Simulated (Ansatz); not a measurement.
`C[O][Zr]1234([OH])([N](C)C)[C@H]5[C@@H]1[C@@H]2[C@@H]3[C@H]54` and `C[O][Zr]1234([N](C)C)([N](C)C)[C@H]5[C@@H]1[C@@H]2[C@@H]3[C@H]54` differ in one atom or group.

Ansatz, PBE0-D4/def2-TZVP geometries, multiplicity 1. Each molecule was computed in one conformer, which needn't be the lowest. `C[O][Zr]1234([N](C)C)([N](C)C)[C@H]5[C@@H]1[C@@H]2[C@@H]3[C@H]54` holds a close contact that its SMILES doesn't draw: H···Zr 2.67 Å.

Elements past krypton have def2 core potentials.

| property | `C[O][Zr]1234([OH])([N](C)C)[C@H]5[C@@H]1[C@@H]2[C@@H]3[C@H]54` |
| --- | --- |
| LUMO energy (PBE0/def2-TZVPP) / eV | -0.04 |
| HOMO energy (PBE/def2-TZVPP) / eV | -4.59 |
| HOMO–LUMO gap (ωB97M-V/def2-TZVPP) / eV | 9.03 |
| LUMO energy (ωB97M-V/def2-TZVPP) / eV | 1.09 |
| HOMO energy (PBE0/def2-TZVPP) / eV | -5.75 |
| size of the dipole moment (PBE/def2-TZVPP) / D | 1.01 |

(1) What does the change do to each property? (Best estimate.)

Results:

(1) Ansatz gave: 
```csv
property,`C[O][Zr]1234([N](C)C)([N](C)C)[C@H]5[C@@H]1[C@@H]2[C@@H]3[C@H]54`,shift
LUMO energy (PBE0/def2-TZVPP) / eV,-0.05,-0.01
HOMO energy (PBE/def2-TZVPP) / eV,-4.38,0.21
HOMO–LUMO gap (ωB97M-V/def2-TZVPP) / eV,9.00,-0.03
LUMO energy (ωB97M-V/def2-TZVPP) / eV,1.27,0.18
HOMO energy (PBE0/def2-TZVPP) / eV,-5.54,0.21
size of the dipole moment (PBE/def2-TZVPP) / D,0.43,-0.58
```

Dipoles are sizes alone; their direction can turn.

Positive LUMOs are unbound, so they and the gaps depend on the basis.
